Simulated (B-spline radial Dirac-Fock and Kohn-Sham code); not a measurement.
# What relativity does to the binding energies of Tl⁶⁺

System: Tl⁶⁺ in the configuration 1s2 2s2 2p6 3s2 3p6 3d10 4s2 4p6 4d10 4f14 5s2 5p6 5d7.

Both columns are ΔSCF binding energies of the configuration average from a radial B-spline solver: non-relativistic Hartree-Fock with a point nucleus, and Dirac-Fock with a finite nucleus and the Coulomb interaction alone, averaged over the two j levels with weights 2j+1.

| shell | Hartree-Fock (eV) | Dirac-Fock (eV) | shift (eV) | shift (%) |
| --- | --- | --- | --- | --- |
| 1s | 77599.0 | 86095.2 | +8496.29 | +10.95 |
| 2s | 13220.8 | 15510.2 | +2289.39 | +17.32 |
| 2p | 12704.6 | 13478.5 | +773.91 | +6.09 |
| 3s | 3245.0 | 3820.5 | +575.44 | +17.73 |
| 3p | 3000.4 | 3218.7 | +218.21 | +7.27 |
| 4s | 804.8 | 951.7 | +146.90 | +18.25 |
| 4p | 697.0 | 749.6 | +52.62 | +7.55 |
| 4f | 230.7 | 213.4 | -17.37 | -7.53 |
| 5s | 202.7 | 232.1 | +29.37 | +14.49 |
| 5p | 163.8 | 172.4 | +8.62 | +5.26 |
| 5d | 101.7 | 99.65 | -2.03 | -2.00 |

Relativity binds 1s, 2s, 2p, 3s, 3p, 4s, 4p, 5s, 5p more strongly, among those listed most of all 4s in relative terms, and 4f, 5d more weakly, because the contracted s and p shells screen the nucleus better.

Values without a named source are computed, but for edge energies of neutral atoms, which are taken from tables.
